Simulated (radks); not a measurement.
Fe IV, 23 electrons, occupied as [Ar] 3d5 (the NIST ground configuration).

All-electron calculation, scalar-relativistic Kohn-Sham, r2SCAN, spin-unpolarised, spherical densities, finite nucleus; meta-GGA in the generalised Kohn-Sham scheme; Fermi nuclear charge, rms radius 3.7377 fm. Program: a radial shooting solver on a logarithmic mesh with Libxc functionals.

Energy parts (Ry):
| part | energy |
|---|---|
| total | -2540.94213 |
| kinetic | 2571.56779 |
| electron-nucleus | -6012.91705 |
| Hartree | 1009.91421 |
| exchange-correlation | -109.50708 |

Orbitals (lengths in bohr, moments of r in powers of bohr; r(90%) holds 90 % of the orbital's charge):
orbital  occ.  eigenvalue (Ry)     <r^2>  r(90%)       <r^4>
1s          2        -519.0087  0.004599   0.104  0.00005450
2s          2        -63.73684   0.08379   0.413     0.01228
2p          6        -54.61211   0.06808   0.385    0.009443
3s          2         -9.87922    0.7443    1.20      0.8869
3p          6         -7.26424    0.8376    1.30       1.201
3d          5         -3.16775     1.220    1.65       3.311
4s          0         -2.21164     5.842    3.31       50.98
4p          0         -1.68350     7.836    3.85       92.92

The highest occupied level is 3d at -43.099 eV. The density falls to 0.001 e/bohr^3 at r = 2.73 bohr. Summed over all electrons, <r^2> = 13.20 bohr^2, which gives a Langevin (diamagnetic) susceptibility term of -10.5 x 10^-6 cm^3/mol.
